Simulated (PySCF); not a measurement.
Strontium: highly charged ions in a basis for the neutral atom

Sr⁹⁺ [Ar] 3d10 4s1, Sr¹⁰⁺ [Ar] 3d10. Computed with PySCF 2.14 in aug-cc-pVDZ-X2C (7s6p4d, 45 functions), with scalar relativity by spin-free X2C-1e. No spin-orbit coupling, so a gap to NIST mixes the basis error with missing relativistic terms.

Changed run: basis of the neutral atom used for a highly charged ion. This setting is unsound on purpose.

| species | method | sound run (hartree) | changed run (hartree) | converged |
| --- | --- | --- | --- | --- |
| Sr⁹⁺ | UHF | not run | -3153.31990 | yes |
| Sr⁹⁺ | B3LYP | not run | -3154.86255 | yes |
| Sr⁹⁺ | r2SCAN | not run | -3154.83532 | yes |
| Sr¹⁰⁺ | UHF | not run | -3146.92561 | yes |
| Sr¹⁰⁺ | B3LYP | not run | -3148.37621 | yes |
| Sr¹⁰⁺ | r2SCAN | not run | -3148.38975 | yes |

Ionisation energy of Sr⁹⁺:

```json
{"method": "UHF", "changed run (eV)": "174.00", "NIST (eV)": "177.3 ± 0.06"}
{"method": "B3LYP", "changed run (eV)": "176.50", "NIST (eV)": "177.3 ± 0.06"}
{"method": "r2SCAN", "changed run (eV)": "175.39", "NIST (eV)": "177.3 ± 0.06"}
```

The contracted functions were made for the neutral atom and can be too rigid for a highly charged ion.
